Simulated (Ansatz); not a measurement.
Start from `F[C](F)(F)[GeH3]` and change one atom or group to get `FC(F)C(F)(F)F`.

Ansatz, PBE0-D4/def2-TZVP geometries, multiplicity 1. 

Scalar relativity is left out up to krypton.

```
                                      property  `F[C](F)(F)[GeH3]`
zero-point energy (PBE0-D4/def2-TZVP) / kJ/mol                97.7
             LUMO energy (PBE/def2-TZVPP) / eV               -0.38
size of the dipole moment (PBE/def2-TZVPP) / D                1.91
           HOMO–LUMO gap (PBE/def2-TZVPP) / eV                7.47
           HOMO energy (B3LYP/def2-TZVPP) / eV               -9.16
             HOMO energy (PBE/def2-TZVPP) / eV               -7.85
```

Task: What does the change do to each property? (Best estimate.)

Result: Computed: 
```csv
property,`FC(F)C(F)(F)F`,shift
zero-point energy (PBE0-D4/def2-TZVP) / kJ/mol,99.7,2.0
LUMO energy (PBE/def2-TZVPP) / eV,0.50,0.88
size of the dipole moment (PBE/def2-TZVPP) / D,1.36,-0.55
HOMO–LUMO gap (PBE/def2-TZVPP) / eV,9.13,1.66
HOMO energy (B3LYP/def2-TZVPP) / eV,-10.30,-1.14
HOMO energy (PBE/def2-TZVPP) / eV,-8.63,-0.78
```

With PBE0 the HOMO falls by 1.14 eV and the LUMO rises by 1.04 eV, so the gap widens by about 2.18 eV. PBE moves the HOMO by -0.78 eV and ωB97M-V by -1.30 eV. Dipoles are sizes alone; their direction can turn.

B3LYP here is the variant with VWN-RPA as its local correlation; programs differ in this.
